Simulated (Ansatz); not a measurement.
Consider the ligand exchange at the Si–Br bond: `Cl[Si]Br` + `[SiH3]N[SiH3]` → `[SiH3]N([SiH3])[Si]Cl` + HBr.

Computed with Ansatz on PBE0-D4/def2-TZVP structures; ΔE is electronic, products minus reactants. CCSD(T)/CBS is the MP2 limit (def2-TZVPP, def2-QZVPP) plus CCSD(T) − MP2 in def2-TZVPP, frozen cores. This one scheme is used for every species. DFT in def2-TZVPP. B3LYP here is the variant with VWN-RPA as its local correlation; programs differ in this. For Br outer-core shells are correlated without core-valence functions, which leaves a few kJ/mol of doubt a bond. Scalar relativity is left out up to krypton. Each species was taken in one conformer, which may not be the lowest.

```csv
level,ΔE (kcal/mol)
PBE0-D4,3.9
B3LYP-D4,3.4
BHLYP-D4,3.0
ωB97X-V,2.9
PBE0,5.9
B3LYP,7.2
r2SCAN0,4.7
MP2/def2-SVP,0.2
```

What does CCSD(T)/CBS give? (Estimate.)

The calculation gave: +2.7 kcal/mol. The listed levels differ from it by 1.2, 0.7, 0.3, 0.2, 3.2, 4.5, 2.0, -2.5 kcal/mol.

What do rigid-rotor, harmonic-oscillator terms from PBE0-D4/def2-TZVP frequencies (298.15 K, 1 bar) make of the CCSD(T)/CBS value? (Estimate.)

Computed: ΔZPE = -2.1 kcal/mol, ΔH = +0.9 kcal/mol, ΔS = -55 J/(mol·K), ΔG = +4.8 kcal/mol. Modes under 50 cm⁻¹ make the entropy rough.

Largest T1 diagnostic among the species: 0.013.

The D4 term adds −3.7 kcal/mol with B3LYP and −2.1 kcal/mol with PBE0; it sums over pairs of atoms, weighted by their polarisabilities, and B3LYP, whose exchange is more repulsive, gets the larger term. Leaving LDA and LC-ωPBE aside and taking each functional with its dispersion term where it has one, the values, not all of them listed here, spread over 1.8 kcal/mol, from ωB97X-V to B2PLYP. LDA lies −4.1 kcal/mol from PBE without D4.
